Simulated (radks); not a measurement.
The numbers below are computed, except where a source is named.
Initial-state core-level shifts of the molybdenum ion Mo3+ when its valence configuration changes from [Kr] 4d3. Level of theory: scalar-relativistic Kohn-Sham, PBE, spin-unpolarised, spherical densities, finite nucleus; Fermi nuclear charge, rms radius 4.4091 fm (a radial shooting solver on a logarithmic mesh with Libxc functionals). Shifts are changes of the shell-averaged eigenvalues in eV (positive: less bound); the change of the density at the nucleus, which sets a Mossbauer isomer shift, is in e/bohr^3, on a base of 9.268e+04.

valence               1s       2s       2p       4s  density at nucleus
4d1 5p2          -12.463  -13.259  -13.202  -11.064              +8.714
4d2 5p1           -6.083   -6.451   -6.424   -5.496              +3.944
4d2 5s1           -4.973   -5.342   -5.320   -4.418             +27.517
4d2.5 5s0.5       -2.440   -2.619   -2.608   -2.187             +13.257
5s1 5p2          -18.049  -19.319  -19.237  -15.644             +41.472
4d0.5 5s0.5 5p2  -15.219  -16.246  -16.177  -13.346             +24.561
5s0.5 5p2.5      -18.575  -19.851  -19.766  -16.142             +27.918
5s1.5 5p1.5      -17.519  -18.784  -18.705  -15.142             +54.940
4d2.5 5p0.5       -3.000   -3.176   -3.163   -2.733              +1.869
